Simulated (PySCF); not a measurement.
V²⁺: interval between two levels

V²⁺ [Ar] 3d3 [4F9/2, M_J = 9/2] → V²⁺ [Ar] 3d2 4p1 [4G11/2, M_J = 11/2], as a difference of total energies. Computed with PySCF 2.14 in x2c-SVPall-2c with one added diffuse shell each of s, d type (6s5p4d1f, 48 functions), with the two-component X2C-1e Hamiltonian. Correlated levels: [Ne] frozen; the 6 highest virtual spinors dropped. "Screened" scales the spin-orbit matrix elements by Boettger's factors to mimic the two-electron term; Breit and QED terms are absent.

```json
{"method": "GHF (spin-free)", "interval between two levels (cm⁻¹)": "85603"}
{"method": "GMP2 (spin-free)", "interval between two levels (cm⁻¹)": "85493"}
{"method": "GHF (screened spin-orbit)", "interval between two levels (cm⁻¹)": "85817"}
{"method": "GMP2 (screened spin-orbit)", "interval between two levels (cm⁻¹)": "85711"}
```

The labels give the starting determinants; with spin-orbit coupling the two ends relaxed to ⟨J²⟩ = 24.75, ⟨L²⟩ = 12.01, ⟨S²⟩ = 3.75 and ⟨J²⟩ = 35.75, ⟨L²⟩ = 20.01, ⟨S²⟩ = 3.75.
